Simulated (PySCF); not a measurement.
# One molecule, several mistakes: CH4OSi

Calculated results; nothing here was measured. The program is PySCF 2.14.0, an open-source quantum chemistry code, run on an isolated molecule that a program drew, which may never have been made. The molecule is CH4OSi (charge 0, singlet), drawn as the SMILES string `OC=[SiH2]`.

Each row is a Hartree-Fock (HF) and frozen-core CCSD(T) single point in the cc-pV(D+d)Z basis, meant for a local HF minimum. Run 1 is clean. Each other run has one planted mistake out of seven kinds, and not every kind appears here: one electron removed, one electron added, multiplicity raised by two, geometry at a saddle point, minimal basis STO-3G, one bond length entered in bohr, all coordinates scaled. The reference is restricted for singlets and unrestricted otherwise, and also for a bond in bohr. Adding or removing an electron swaps singlet and doublet. Electrons count all cores. HOMO and LUMO are orbital energies over both spins, the gradient is its largest component, and the lowest frequency (negative if imaginary) is given only where the gradient is small. Bond lengths are over the 6 bonds as drawn. T1 is the CCSD diagnostic: over 0.02 (restricted) or 0.045 (unrestricted) a single reference is doubtful.

Geometry of the clean run:
```xyz
7
CH4OSi, angstrom
O     0.8425   -0.1219   -1.2720
C     0.0104    0.7174   -1.9432
Si   -1.4125    1.4388   -1.3197
H     1.6781   -0.1668   -1.7103
H     0.2954    0.9441   -2.9686
H    -1.9366    1.1931    0.0290
H    -2.2253    2.2478   -2.2349
```

```
run  electrons  basis functions  <S^2>  HOMO (eV)  LUMO (eV)  gradient (hartree/bohr)  lowest frequency (cm^-1)  mean bond (Å)  longest bond (Å)      T1  HF (hartree)  CCSD(T) (hartree)               mistake
  1         32               71  0.000      -7.57       2.82                  1.5e-05                       131         1.3399             1.713  0.0151    -403.91249         -404.38673              no fault
  2         32               23  0.000      -4.51       7.83                  6.4e-02                         -         1.3399             1.713  0.0110    -399.04571         -399.24646  minimal basis STO-3G
  3         33               71  0.783       1.41       9.18                  4.6e-02                         -         1.3399             1.713  0.0157    -403.83847         -404.31219    one electron added
  4         32               71  0.000      -7.56       2.65                  2.1e-02                         -         1.3694             1.751  0.0156    -403.90910         -404.38801                     ?
```

**Which mistake was planted in run 4, and what did it cost?**

The mean and the longest bond both change by the same factor, 1.022, and the gradient is no longer small. So the mistake is: all coordinates scaled. Subtracting run 1 and multiplying by 627.51 kcal/mol a hartree, the energy moved by 2.1 kcal/mol in HF and -0.8 kcal/mol in CCSD(T).

Cautions from the logs. Run 3: the HOMO is above zero, so the electron isn't bound and the energy depends on the basis.
